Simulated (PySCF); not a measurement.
Several molecules and their computed UV-vis stick spectra, shuffled. The calculation used TDDFT CAM-B3LYP/def2-SVPD, vertical, gas phase, core orbitals frozen in the response (PySCF). Geometries: PBE0-D3(BJ)/def2-SVP; one conformer of each isolated species. Triplets are in the Tamm–Dancoff approximation. Ions are computed without counter-ions or solvent.

A. `C#Cc1ccc([NH3+])cc1`
B. `[SiH](C)(P)P`
C. `CCSCC(F)(F)F`

Lowest singlet levels (six at most, fewer where fewer were computed) with oscillator strengths:

1. 6.34 eV (f 0.002); 6.43 eV (f 0.018); 6.54 eV (f 0.002); 6.59 eV (f 0.042); 7.07 eV (f 0.231); 7.10 eV (f 0.157); T1 5.59 eV
2. 5.78 eV (f 0.000); 6.47 eV (f 0.036); 6.84 eV (f 0.009); 7.40 eV (f 0.028); 7.60 eV (f 0.007); 7.75 eV (f 0.011)
3. 4.94 eV (f 0.000); 4.98 eV (f 0.260); 5.05 eV (f 0.077); 5.83 eV (f 0.000); 6.20 eV (f 0.202); 6.25 eV (f 0.001)

Question: Which spectrum belongs to which structure?

Answer: 1 = B, 2 = C, 3 = A.
- A: S1 at 4.94 eV, HOMO-1→LUMO (88%); Löwdin shares by element: HOMO carbon 74% or more (atoms not listed hold the other 26%); LUMO carbon 54% or more (atoms not listed hold the other 46%); HOMO -11.86 and LUMO -4.29 eV.
- B: S1 at 6.34 eV, HOMO-1→LUMO+1 (69%); Löwdin shares by element: HOMO phosphorus 65%, silicon 12%, carbon 5% (atoms not listed hold the other 18%); LUMO phosphorus 30%, silicon 23%, carbon 8% (atoms not listed hold the other 38%); HOMO -8.69 and LUMO 0.78 eV.
- C: S1 at 5.78 eV, HOMO→LUMO+1 (63%), HOMO→LUMO (9%), HOMO→LUMO+4 (8%); Löwdin shares by element: HOMO sulfur 69%, carbon 18% or more; LUMO sulfur 23%, carbon 21% or more, hydrogen 8% or more (atoms not listed hold the other 48%); HOMO -8.26 and LUMO 1.11 eV.
